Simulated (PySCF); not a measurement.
## InN and its ions

ROHF-MP2; basis In cc-pVDZ-PP with ECP28, N cc-pVDZ; scalar-relativistic core potentials; PySCF 2.14. Neutral (ROHF): triplet (π ↑↑), Re = 2.219 Å, ωe = 464 cm⁻¹, De = 1.03 eV.

InN⁺ (UHF): quartet (σ ↑, π ↑↑), Re = 3.239 Å, ωe = 77.4 cm⁻¹, De = 0.08 eV to In⁺ + N. The energies at the minima are -243.74862 hartree for InN and -243.51635 for InN⁺.

Question: Work out the adiabatic ionisation energy, without and with harmonic zero-point energies (1 hartree = 27.2114 eV, 1 eV = 8065.5 cm⁻¹), and the change of the bond length.

Answer: At MP2: 0.23227 hartree = 6.320 eV between the minima; the zero-point term (77.4 − 464.0)/2 cm⁻¹ = -0.024 eV makes it 6.296 eV. Re changes by +102.0 pm against the neutral. The electron leaves a σ orbital, and the ion is left as a loose complex of an ion and an atom.

Correlated steps freeze 5 core orbitals. UHF and ROHF references stand side by side, which adds small steps between rows. Weak bonds: InN⁺. Basis-set superposition, not corrected here, can be much of De in a small basis, most of all at correlated wavefunction levels. These are scalar-relativistic numbers at best; spin–orbit coupling would shift them, the dissociation energy most. For an ion De counts to the pair picked by the measured ionisation energies or electron affinities, which need not be the lowest pair at this level. States were picked by a PBE0 search and need not be the measured ground states.

Neutral and ion stand on different kinds of reference determinant, which adds to the error of the difference.
